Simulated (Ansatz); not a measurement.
`C[O][Mo]([NH2])(=[O])=[O]`. Total charge 0; spin multiplicity 1. Mo: def2 effective core potential.

```xyz
11

C     1.958    0.441    0.150
O     0.992   -0.541   -0.134
Mo   -0.791   -0.713    0.366
N    -1.934    0.195   -0.893
O    -0.998    0.013    1.870
O    -1.193   -2.346    0.387
H     1.908    1.244   -0.593
H     2.947   -0.019    0.104
H     1.808    0.868    1.147
H    -2.289    1.129   -0.751
H    -2.406   -0.270   -1.654
```

Q: List the harmonic frequencies (cm⁻¹, unscaled) at PBE0-D4/def2-TZVP in Ansatz. (Best estimate.)

A: Ansatz gave: 55, 84, 114, 223, 226, 256, 278, 333, 360, 438, 623, 656, 722, 1031, 1051, 1134, 1169, 1188, 1471, 1486, 1491, 1539, 3024, 3098, 3115, 3581, 3687.

Q: Is this a minimum?

A: Yes, all 27 modes are real.

Q: Give the ideal-gas thermochemistry at 298.15 K and 1 bar (rigid rotor, harmonic oscillator; point group C1, symmetry number 1).

A: Zero-point energy 194.0 kJ/mol; H(298) − E = 219.1 kJ/mol; entropy 386.5 J/(mol·K), of which translation 173.3, rotation 115.7, vibration 97.5; G(298) − E = 103.9 kJ/mol. Modes under 100 cm⁻¹ are hindered rotations or soft bends, so the harmonic entropy is rough.
